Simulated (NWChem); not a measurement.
System: CdCl cation; SMILES [Cl][Cd+]

All runs: NWChem. Coordinates come from a PBE0/def2-SVP optimisation. def2 effective core potentials on Cd; no spin-orbit coupling. Total energies of different functionals are on different scales.

```json
[
 {"level": "LC-wPBE (HJS exchange hole, range parameter 0.4 per bohr)/def2-SVP", "energy (Ha)": "-627.3547", "highest occupied level (eV)": "-16.96", "orbital gap (eV)": "8.36"},
 {"level": "MPW1K/def2-SVP", "energy (Ha)": "-627.5593", "highest occupied level (eV)": "-15.25", "orbital gap (eV)": "5.04"},
 {"level": "Hartree-Fock/def2-SVP", "energy (Ha)": "-625.9287", "highest occupied level (eV)": "-17.03", "orbital gap (eV)": "…"},
 {"level": "BHandHLYP/def2-SVP", "energy (Ha)": "-627.3977", "highest occupied level (eV)": "-15.47", "orbital gap (eV)": "5.41"}
]
```

Problem. Some entries are withheld; supply them.

Solution. 
- Hartree-Fock/def2-SVP, orbital gap (eV): 9.45
